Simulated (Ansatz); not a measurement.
A nudged elastic band was laid between two geometries of ClH₅O₄Ti (11 atoms, charge 0, multiplicity 1).

The calculation used Ansatz 0.2.0, RKS PBE-D4/def2-SVP.

```
movable images  : 7
climbing image  : yes
spring          : 5.0 eV/Å²
optimiser       : quadratic models (default)
start path      : through a guess of the saddle point
force threshold : 0.03 eV/Å
iteration limit : 60
end points      : relaxed
```

Image 0:

```xyz
11
Properties=species:S:1:pos:R:3
Ti -0.015 0.132 0.191
Cl -0.434 -0.212 2.446
O 1.689 -0.117 -0.458
H 1.857 -0.891 -1.025
O -0.947 1.395 -0.690
H -1.772 1.170 -1.158
O -0.814 -1.380 -0.323
H -1.150 -2.151 0.163
O 1.205 1.819 1.141
H 2.076 1.492 0.827
H 1.141 1.534 2.079
```

Image 8:

```xyz
11
Properties=species:S:1:pos:R:3
Ti 0.259 0.340 -0.454
Cl -0.184 -0.428 3.252
O 1.696 -0.159 -1.414
H 2.104 -1.043 -1.443
O -0.783 1.390 -1.485
H -1.750 1.475 -1.406
O -0.635 -1.019 0.247
H -0.698 -1.164 1.229
O 0.809 1.245 1.100
H 1.676 1.675 1.214
H 0.343 0.477 2.354
```

Q: Which bonds break or form, and what moves?

A: Bonds broken: Ti1–Cl2, O9–H11. Bonds formed: Cl2–H11. ClH5O4Ti becomes ClH + H4O4Ti.

Q: Give the energies along the band, and the barrier.

A: The forces met the threshold. The highest image is number 6 of 0 to 8, 9.8 kcal/mol above the first end and 0.8 kcal/mol above the last; the last end lies 9.0 kcal/mol above the first. A vibrational analysis at the climbing image gives no mode beyond 40i cm⁻¹: the surface is too flat there to confirm a saddle point. The orbitals stay closed-shell, which can raise the energy where a bond breaks towards radicals; this wasn't checked here.

```csv
image,path coordinate (Å),energy (kcal/mol),Ti1–Cl2 (Å),O9–H11 (Å),Cl2–H11 (Å)
0,0.00,0.0,2.32,0.98,2.38
1,0.84,1.3,2.36,0.99,2.28
2,1.68,4.3,2.41,0.99,2.21
3,2.52,6.0,2.52,1.00,2.07
4,3.36,7.9,2.80,1.05,1.86
5,4.20,9.6,3.34,1.46,1.41
6,5.04,9.8,3.52,1.53,1.38
7,6.11,9.3,3.73,1.55,1.38
8,7.17,9.0,3.81,1.54,1.38
```

Q: What is the geometry of the highest image?

A: 
```xyz
11
Properties=species:S:1:pos:R:3
Ti 0.450 0.236 -0.402
Cl -1.144 0.356 2.734
O 1.705 -0.007 -1.661
H 2.136 -0.843 -1.914
O -0.918 1.212 -1.046
H -1.773 1.278 -0.582
O -0.124 -1.314 0.266
H -0.613 -1.288 1.123
O 1.095 1.159 1.109
H 2.016 1.158 1.425
H 0.006 0.844 2.141
```

Run time: 8.7 min on 4 threads of Arm Neoverse V2, with other jobs on the host, peak memory 0.22 GiB.
